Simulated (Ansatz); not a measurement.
Basis sets compared for the cluster Rb₅H₄. Total charge 0; doublet. Geometry B3LYP-D4/def2-SVP. Ansatz on 4 threads of Arm Neoverse V1 on a shared host; times are rough, and most runs start from earlier orbitals.

```xyz
9

Rb   -0.945    0.848    2.012
Rb   -0.675    0.896   -2.105
Rb    1.130   -2.128    0.048
Rb   -3.999   -2.414   -0.256
Rb    2.600    1.673    0.183
H     1.832   -0.169   -1.745
H    -1.498   -1.008   -0.115
H     1.591   -0.208    1.956
H    -0.037    2.509    0.022
```

In the def2 sets Rb takes a core potential; there is no spin–orbit coupling. The structure comes from a short search, and lower isomers may exist.

Binding counts from free atoms (Rb doublet, H doublet) in the same basis, without a counterpoise term.

```
           level  functions  energy (Eh)  HOMO (eV)  LUMO (eV)  binding per atom (eV)  wall time
 PBE-D4/def2-SVP        140    -122.8302      -1.87      -1.29                   1.29        6 s
PBE0-D4/def2-SVP        140    -122.8342      -2.25      -0.80                   1.29        7 s
```

(1) Estimate the rows for PBE-D4/def2-TZVP (with forces), PBE0-D4/def2-TZVP.

## Answers

(1) 
```
                         level  functions  energy (Eh)  HOMO (eV)  LUMO (eV)  binding per atom (eV)  wall time
PBE-D4/def2-TZVP (with forces)        189    -122.8383      -1.88      -1.30                   1.30       11 s
             PBE0-D4/def2-TZVP        189    -122.8415      -2.26      -0.81                   1.30       13 s
```
